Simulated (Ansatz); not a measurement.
Ansatz (a program for electronic structure) input (B3LYP-D3(BJ)/def2-TZVP):

Ansatz 0.2 input:
```yaml
crystal:
  periodic: [false, false, false]
  atoms:
    - {symbol: Tl, position_ang: [-1.14689536, -0.85908365, -1.01875228]}
    - {symbol: I, position_ang: [1.20151070, 0.84758468, 0.99434520]}
basis:
  gaussian:
    orbitals: def2-TZVP
hamiltonian:
  xc: b3lyp
  dispersion: d3bj
total_charge: 1
magnetization: {spin_polarized: true, initial_magnetization: 1}
relax: {f_tol: 0.002, max_steps: 150}
```

End of the output:

```
the calculation of the forces begins
reference -12793.65063854 eV, -470.1579891186 hartree; 23, 22 occupied and 77, 78 virtual orbitals, 857 factors
relax step   5: F+E_penalty+E_count = -12793.75436980 eV  Δ(F+E_penalty+E_count) = -1.264e-5 eV  max|allowed force component| = 1.621e-4 eV/Å  Δτ_max = 0.0021 Å  (49 SCF iters, accepted)
integrals: 0.03 GiB planned
857 factors; their error is unknown
mean field: 0.41 GiB planned
mean field evaluation 128: about -12793.0436 eV, gradient 6.4e-2 eV
mean field evaluation 160: about -12793.3125 eV, gradient 4.2e-1 eV
mean field -12793.65044322 eV, -470.1579819406 hartree, gradient 1.7e-5 eV, S^2 0.752695; 7 other end points of the search recorded, 0 dependent functions left out
the calculation of the forces begins
reference -12793.65063854 eV, -470.1579891186 hartree; 23, 22 occupied and 77, 78 virtual orbitals, 857 factors
Total energy: -12793.75456513 eV, -470.1618083500 hartree
Atom 0 at    -1.109127    -0.831636    -0.986376 Å, force     0.000162     0.000118     0.000139 eV/Å
Atom 1 at     1.163742     0.820137     0.961969 Å, force    -0.000162    -0.000118    -0.000139 eV/Å
Dipole moment:    -0.390368    -0.283694    -0.334630 e Å
```
